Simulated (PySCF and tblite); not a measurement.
Values are calculated unless marked as measured or tabulated.
C6H11Cl, numbered as in [Cl:1][CH:2]1[CH2:3][CH2:4][CH2:5][CH2:6][CH2:7]1.

Free energies: PBE0-D3(BJ)/def2-TZVP on PBE0-D3(BJ)/def2-SVP structures plus GFN2-xTB thermal terms, symmetry and mirror images included. Conformers within 4 kcal/mol (GFN2-xTB free energy) were kept, 5 at most. Programs: PySCF with density fitting and tblite.

Rotational constants are equilibrium values for the commonest isotopes; dipoles come from the energy level named.

The 6-ring runs over atoms 2–3–4–5–6–7.

```tsv
conformer	shape	symmetry	weight %
1	6-ring chair (all substituents equatorial)	Cs	69.1
2	6-ring chair (Cl1 axial)	Cs	30.9
```

Sets of constants, in random order:

```csv
set,A (MHz),B (MHz),C (MHz),abs μa (D),abs μb (D),abs μc (D)
P,3217,1776,1525,1.66,0.00,1.29
Q,4315,1400,1130,2.39,0.00,0.35
```

(1) Match each set to its conformer.

Results:

(1) P is conformer 2, Q is conformer 1.
